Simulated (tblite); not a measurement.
Parent: `[NH2:1][c:2]1[cH:3][cH:4][cH:5][n:6][c:7]1[S:8][SiH3:9]` with N6–C7–S8–Si9 0°, C5H8N2SSi.

The geometries are computed with GFN2-xTB (gas phase). One conformer each, not checked by frequencies here.

```tsv
coordinate of the parent	value
N1–C2	1.366 Å
C2–C3	1.389 Å
C3–C4	1.393 Å
C4–C5	1.378 Å
C5–N6	1.330 Å
N6–C7	1.324 Å
C7–S8	1.719 Å
S8–Si9	2.212 Å
C2–C7	1.411 Å
N1–C2–C3	123.4°
N1–C2–C7	120.2°
C3–C2–C7	116.3°
C2–C3–C4	120.1°
C3–C4–C5	119.3°
C4–C5–N6	121.1°
C5–N6–C7	120.5°
N6–C7–S8	111.4°
C2–C7–N6	122.8°
C2–C7–S8	125.9°
C7–S8–Si9	83.9°
```

Q: How does the shared frame change in `[NH2:1][CH2:2][c:3]1[cH:4][cH:5][cH:6][n:7][c:8]1[S:9][SiH3:10]` with H–N1–C2–C3 -66° and 175°, N1–C2–C3–C4 -22°, N7–C8–S9–Si10 0°, C6H10N2SSi? Atoms pair as C2 = C3, C3 = C4, C4 = C5, C5 = C6, N6 = N7, C7 = C8, S8 = S9, Si9 = Si10 (parent first).

A: 
```tsv
parent	relative	value in the relative	change
C2–C3	C3–C4	1.381 Å	-0.008
C3–C4	C4–C5	1.395 Å	+0.002
C4–C5	C5–C6	1.378 Å	0.000
C5–N6	C6–N7	1.326 Å	-0.004
N6–C7	N7–C8	1.332 Å	+0.008
C7–S8	C8–S9	1.714 Å	-0.005
S8–Si9	S9–Si10	2.212 Å	0.000
C2–C7	C3–C8	1.402 Å	-0.009
C3–C2–C7	C4–C3–C8	116.9°	+0.6
C2–C3–C4	C3–C4–C5	120.2°	+0.1
C3–C4–C5	C4–C5–C6	118.6°	-0.7
C4–C5–N6	C5–C6–N7	121.6°	+0.5
C5–N6–C7	C6–N7–C8	120.2°	-0.3
N6–C7–S8	N7–C8–S9	111.0°	-0.4
C2–C7–N6	C3–C8–N7	122.4°	-0.4
C2–C7–S8	C3–C8–S9	126.6°	+0.7
C7–S8–Si9	C8–S9–Si10	85.0°	+1.1
```

Of the parent's bonds, C2–C3, N6–C7 and C2–C7 change most and about equally (-0.009 to +0.008 Å). Bonds of the relative outside the shared frame: N1–C2 1.454, C2–C3 1.500 Å.

Q: How does the shared frame change in `[NH2:1][c:2]1[cH:3][cH:4][cH:5][n:6][c:7]1[SiH2:8][S:9][SiH3:10]` with N6–C7–Si8–S9 -125°, C7–Si8–S9–Si10 54°, C5H10N2SSi2? Atoms pair as N1 = N1, C2 = C2, C3 = C3, C4 = C4, C5 = C5, N6 = N6, C7 = C7 (parent first).

A: 
| parent | relative | value in the relative | change |
| --- | --- | --- | --- |
| N1–C2 | N1–C2 | 1.368 Å | +0.002 |
| C2–C3 | C2–C3 | 1.399 Å | +0.010 |
| C3–C4 | C3–C4 | 1.380 Å | -0.013 |
| C4–C5 | C4–C5 | 1.389 Å | +0.011 |
| C5–N6 | C5–N6 | 1.319 Å | -0.011 |
| N6–C7 | N6–C7 | 1.328 Å | +0.004 |
| C2–C7 | C2–C7 | 1.409 Å | -0.002 |
| N1–C2–C3 | N1–C2–C3 | 121.0° | -2.4 |
| N1–C2–C7 | N1–C2–C7 | 121.4° | +1.2 |
| C3–C2–C7 | C3–C2–C7 | 117.6° | +1.3 |
| C2–C3–C4 | C2–C3–C4 | 119.4° | -0.7 |
| C3–C4–C5 | C3–C4–C5 | 118.5° | -0.8 |
| C4–C5–N6 | C4–C5–N6 | 122.7° | +1.6 |
| C5–N6–C7 | C5–N6–C7 | 119.8° | -0.7 |
| C2–C7–N6 | C2–C7–N6 | 122.0° | -0.8 |

Of the parent's bonds, C3–C4 changes most (-0.013 Å). Bonds of the relative outside the shared frame: C7–Si8 1.882, Si8–S9 2.177, S9–Si10 2.142 Å.
